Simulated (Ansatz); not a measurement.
Consider the silylene loss: `[SiH3][O][Sn][Cl]` → `[OH][Sn][Cl]` + `[SiH2]`.

Program: Ansatz. Geometries: PBE0-D4/def2-TZVP. ΔE: electronic, gas phase. CCSD(T)/CBS is the MP2 limit (def2-TZVPP, def2-QZVPP) plus CCSD(T) − MP2 in def2-TZVPP, frozen cores. This one scheme is used for every species. Functionals use def2-TZVPP. def2 core potentials past Kr. For Sn outer-core shells are correlated without core-valence functions, which leaves a few kJ/mol of doubt a bond. One conformer a species, not always the lowest.

| level | ΔE (kcal/mol) |
| --- | --- |
| BHLYP | 83.9 |
| HF/def2-SVP | 82.6 |

(1) What does CCSD(T)/CBS give? (Estimate.)

(2) What do rigid-rotor, harmonic-oscillator terms from PBE0-D4/def2-TZVP frequencies (298.15 K, 1 bar) make of the CCSD(T)/CBS value? (Estimate.)

Largest T1 diagnostic among the species: 0.017.

Results:

(1) Computed: +83.3 kcal/mol. The listed levels differ from it by 0.6, -0.7 kcal/mol.

(2) Computed: ΔZPE = -2.8 kcal/mol, ΔH = +81.4 kcal/mol, ΔS = 145 J/(mol·K), ΔG = +71.1 kcal/mol.

From r2SCAN to r2SCAN0 (25 % exact exchange), in def2-TZVPP and without D4, ΔE moves by +1.1 kcal/mol. The D4 term adds +3.6 kcal/mol with B3LYP and +2.0 kcal/mol with PBE0; it sums over pairs of atoms, weighted by their polarisabilities, and B3LYP, whose exchange is more repulsive, gets the larger term.

B3LYP here is the variant with VWN-RPA as its local correlation; programs differ in this.
